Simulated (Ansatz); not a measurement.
`[CH3][Ge]([F])([F])[Cl]` + CH₃SH → `C[S][Ge]([CH3])([F])[F]` + HCl at 400 K and 1 bar (ligand exchange at a Ge–Cl bond).

Program: Ansatz. Geometries: PBE0-D4/def2-TZVP. ΔE: electronic, gas phase. CCSD(T)/CBS adds triple-zeta CCSD(T) − MP2 to the extrapolated MP2 energy (def2 sets, frozen cores). This one scheme is used for every species. For Ge outer-core shells are correlated without core-valence functions, which leaves a few kJ/mol of doubt a bond. Scalar relativity is left out up to krypton. One conformer a species, not always the lowest.

```csv
species,CCSD(T)/CBS energy (Eh),H − E (kJ/mol),S (J/(mol·K))
`[CH3][Ge]([F])([F])[Cl]`,-2775.47323,145.5,389.2
CH₃SH,-438.22835,138.7,269.4
`C[S][Ge]([CH3])([F])[F]`,-2753.31091,254.8,454.0
HCl,-460.38127,29.6,195.4
```

H − E and S are ideal-gas, rigid-rotor, harmonic terms from PBE0-D4/def2-TZVP, for one conformer and one mirror image of each species. 1 Eh = 2625.50 kJ/mol, R = 8.31446 J/(mol·K).

By hand: ΔE, ΔH, ΔS and ΔG.

ΔE = (-2753.31091) + (-460.38127) − (-2775.47323) − (-438.22835) = 0.00940 Eh = 24.7 kJ/mol. Δ(H − E) = 254.8 + 29.6 − 145.5 − 138.7 = 0.2, so ΔH = 24.9 kJ/mol. ΔS = 454.0 + 195.4 − 389.2 − 269.4 = -9.2 J/(mol·K). ΔG = 24.9 − 400 × (-9.2)/1000 = 28.6 kJ/mol.

By hand: the equilibrium constant, and the temperature at which ΔG would vanish if ΔH and ΔS stayed fixed.

log₁₀ K = −ΔG/(RT ln 10) = -3.7. ΔH and −TΔS have one sign here, so there is no such temperature.

The number of gas molecules stays the same, so ΔS is small and ΔH decides. A doubt of 5 kJ/mol in ΔE shifts log₁₀ K by 0.7 here. Other conformers and mirror images would add mixing entropy, several J/(mol·K) or more a flexible species. Modes under 60 cm⁻¹, often nearly free rotors, make the harmonic entropy too high. These are equilibria of isolated gas molecules and say nothing of rates. Largest T1 diagnostic: 0.011 (customary marks: 0.02 for closed shells, 0.045 for open ones).

ΔS is within the doubt of such terms, so its sign, and with it that verdict, could turn.
